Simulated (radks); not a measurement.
Results of a calculation; reference values are marked as such.
Effect of the nuclear size on the oxygen ion O3+, [He] 2s2 2p1. Code: a radial shooting solver on a logarithmic mesh with Libxc functionals. Model: Dirac Kohn-Sham, PBE, spin-unpolarised, spherical densities, finite nucleus; open shells fill j = l - 1/2 first; Fermi nuclear charge, rms radius 2.6991 fm. The rms radius is varied about that value; shifts are against it.

| rms radius (fm) | total energy shift (eV) | density at nucleus (e/bohr^3) | 1s1/2 shift (meV) |
|---|---|---|---|
| 2.3671 | -0.0000901 | 328.5 | -0.034 |
| 2.5695 | -0.0000365 | 328.4 | -0.014 |
| 2.6991 | 0 | 328.3 | 0.000 |
| 2.9447 | 0.0000741 | 328.2 | 0.028 |
| 3.3469 | 0.000209 | 328 | 0.080 |

Slopes of the eigenvalues against <r^2> in GHz/fm^2, as finite differences over the two radii next to the reference (eigenvalue slopes, not the field-shift constants of lines): 1s1/2 4.91.
